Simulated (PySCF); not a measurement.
trisilylphosphine (H₉PSi₃), SMILES P([SiH3])([SiH3])[SiH3]. Atoms are numbered in the order given.

```xyz
13

Si    -1.8623     0.6379     0.2227
P      0.0000     0.0000    -0.8929
Si     1.4836     1.2938     0.2227
Si     0.3787    -1.9317     0.2227
H     -2.1911     2.0359    -0.1855
H     -1.7074     0.5898     1.7105
H     -2.9768    -0.2710    -0.1783
H      1.2537     2.7135    -0.1783
H      2.8587     0.8795    -0.1855
H      1.3645     1.1838     1.7105
H      1.7231    -2.4425    -0.1783
H     -0.6676    -2.9155    -0.1855
H      0.3429    -1.7735     1.7105
```

The structure is a stationary point at r2SCAN-D4/def2-SVP.

Two levels are set side by side: PBE/pcSseg-1 (PySCF) and PBE0/pcSseg-1 (PySCF). GIAO shifts against PH3 (³¹P), TMS (²⁹Si), TMS (¹H) at the same level; non-relativistic, no solvent, atoms listed together averaged. Differences are taken from unrounded values.

```csv
quantity,PBE0
"δ(²⁹Si) of Si1, Si3, Si4 (ppm)",-65.1
δ(³¹P) of P2 (ppm),-94.4
```

### Question
What does PBE give, and how far is it from PBE0? (An estimate is asked for; the answer gives what the named calculation found.)

### Answer

```tsv
quantity	PBE	PBE minus PBE0
δ(²⁹Si) of Si1, Si3, Si4 (ppm)	-67.7	-2.6
δ(³¹P) of P2 (ppm)	-77.1	17.4
```

Rough cost on one machine, each run with all the roots and properties that it gave: PBE0 against PBE within a factor of 2.
